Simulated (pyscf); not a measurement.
Thermochemistry of product channels of O=PH + GaH₃ on the singlet surface, in kJ/mol, from CCSD(T)/def2-TZVPP + ΔMP2(QZVPP) energies (ideal gas, 1 atm, RRHO with modes under 100 cm⁻¹ raised to 100, one conformer, R ln 2 for rigid chiral ones). PySCF, gas phase, ωB97X-D3(BJ)/def2-SVP geometries. MP2 and CC: frozen core, UHF for open shells. ΔMP2 is the change of the MP2 total energy from the triple- to the quadruple-zeta basis.

```csv
products,ΔE,ΔH(298 K),ΔG(600 K),ΔG(900 K)
H₂P–O–GaH₂,-202.8,-188.3,-108.1,?
HO–PH–GaH₂,-153.0,-134.2,-58.2,?
HO–PH₂ + GaH [singlet],-52.4,-36.0,-32.3,?
```

Task: Some entries are withheld; supply them.

Result: 
- H₂P–O–GaH₂, ΔG(900 K): -69.9
- HO–PH–GaH₂, ΔG(900 K): -22.9
- HO–PH₂ + GaH [singlet], ΔG(900 K): -30.5

The channel to HO–PH–GaH₂ turns unfavourable between 298 and 1200 K (ΔG from -95.8 kJ/mol to +11.1 kJ/mol).

These are energies of the channels, which say nothing of barriers. H₂P–O–GaH₂ lies 51.6 kJ/mol over its isomer HO–GaH–PH₂, and others may lie lower still (electronic energy, ωB97M-D3(BJ)). HO–PH–GaH₂ lies 100.0 kJ/mol over its isomer HO–GaH–PH₂, and others may lie lower still (electronic energy, ωB97M-D3(BJ)). The CCSD(T) − MP2 part came from Ansatz, without density fitting, on the same reference. The frozen core leaves the outer d or s,p core shells of the metals and heavy elements correlated in the MP2 and CC values, and def2-TZVPP describes them poorly, which can shift differences by a few kcal/mol. Elements up to Kr have no core potential and no relativistic terms here.
